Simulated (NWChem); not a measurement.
# SiClF, singlet; SMILES F[Si]Cl

```xyz
3

Si     0.6678    -0.6075     0.0000
F     -0.6817    -1.5510     0.0000
Cl    -0.1890     1.3214     0.0000
```
Atoms are numbered in this order, from 1.

Computed with NWChem. Pople sets run with spherical d functions. Low-valent species are run as closed-shell singlets; no triplet was tried in these runs. Structure relaxed at the PBE-D3(BJ)/def2-SVP level.

Question: Estimate the computed values for LRC-wPBEh/6-31G*. Quantities: highest occupied level (eV); orbital gap (eV); dipole (D).

Answer: 
| Item | Value |
|---|---|
| highest occupied level (eV) | -9.92 |
| orbital gap (eV) | 8.95 |
| dipole (D) | 1.50 |
